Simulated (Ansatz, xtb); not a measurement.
**Relative energy of two isomers of FH6NSSi2**

Structure a: `F[Si@@H](S)N[SiH3]`, a singlet. Structure b: `F[SiH2]N([SiH3])S`, a singlet. Both are isolated molecules in the gas phase, relaxed with B3LYP-D3(BJ)/def2-SVP, each in the lowest conformer that the search found.

Estimate which is lower in electronic energy at CCSD(T)/def2-SVP + ΔMP2/def2-TZVPP, and by roughly how much.

The CCSD(T)/def2-SVP + ΔMP2/def2-TZVPP calculation puts structure a lower, by 39.6 kcal/mol.

The same difference at several levels:

```json
{"level": "B3LYP-D3(BJ)/def2-SVP", "geometry": "B3LYP-D3(BJ)/def2-SVP", "E(b) − E(a) (kcal/mol)": "+38.4", "departure from the last row (kcal/mol)": "−1.3", "job, with rough time for the two": "optimisation, 92 s"}
{"level": "HF/def2-SVP", "geometry": "B3LYP-D3(BJ)/def2-SVP", "E(b) − E(a) (kcal/mol)": "+41.2", "departure from the last row (kcal/mol)": "+1.6", "job, with rough time for the two": "part of the CCSD(T) run"}
{"level": "MP2/def2-SVP", "geometry": "B3LYP-D3(BJ)/def2-SVP", "E(b) − E(a) (kcal/mol)": "+39.9", "departure from the last row (kcal/mol)": "+0.3", "job, with rough time for the two": "part of the CCSD(T) run"}
{"level": "CCSD(T)/def2-SVP", "geometry": "B3LYP-D3(BJ)/def2-SVP", "E(b) − E(a) (kcal/mol)": "+38.2", "departure from the last row (kcal/mol)": "−1.4", "job, with rough time for the two": "single point"}
{"level": "CCSD(T)/def2-SVP + ΔMP2/def2-TZVPP", "geometry": "B3LYP-D3(BJ)/def2-SVP", "E(b) − E(a) (kcal/mol)": "+39.6", "departure from the last row (kcal/mol)": "", "job, with rough time for the two": "single point, 35 s"}
```

As drawn, b has 1 N–S, 1 Si–H in place of 1 S–Si, 1 N–H.

The levels shown agree on the order. The largest departure from CCSD(T)/def2-SVP + ΔMP2/def2-TZVPP is that of HF/def2-SVP, 1.6 kcal/mol. Levels run at GFN2-xTB geometries aren't shown. The last row adds to CCSD(T) the change of the MP2 difference between the two basis sets, here +1.4 kcal/mol.

With thermal terms from frequencies at re-optimised GFN2-xTB minima (ideal gas, soft modes damped towards free rotors, one conformer each, 298.15 K, 1 atm): the zero-point term adds −1.6 kcal/mol; ΔH is +37.8 and ΔG +38.6 kcal/mol.

The correlated steps freeze 17 core orbitals. Mirror images aren't counted in ΔG. Programs: Ansatz 0.2.0, xtb 6.7.1; the last row on 2 threads of Intel(R) Xeon(R) Platinum 8259CL CPU @ 2.50GHz (Skylake/Cascade Lake) on a shared host.
